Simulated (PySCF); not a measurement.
B2HO2, charge +1.

```xyz
5

O      0.0000     0.0000     2.1366
B      0.0000     0.0000     0.9471
B      0.0000     0.0000    -0.7077
O      0.0000     0.0000    -1.9245
H      0.0000     0.0000    -2.8937
```
Charge +1, spin multiplicity 1.

Geometry: ωB97X-D3(BJ)/def2-TZVP. The isomer is the one that the SMILES or the coordinates give; other isomers of the formula were not compared. One conformer was computed; it need not be the lowest.

Calculation: PBE0/pcSseg-2 (PySCF). Non-relativistic, no solvent.

Question: Give the absolute GIAO shielding of each atom: isotropic value and principal components (ppm). (The exact figures need the calculation; the answer reports its results.)

Answer: 
| atom | σ(iso) | σ11 | σ22 | σ33 | span |
|---|---|---|---|---|---|
| O1 | -99.2 | -353.2 | -353.2 | 408.8 | 762.1 |
| B2 | 89.4 | 24.5 | 24.5 | 219.3 | 194.8 |
| B3 | 97.3 | 38.4 | 38.4 | 215.0 | 176.5 |
| O4 | 207.6 | 104.7 | 104.7 | 413.4 | 308.7 |
| H5 | 23.7 | 15.4 | 15.4 | 40.3 | 24.9 |
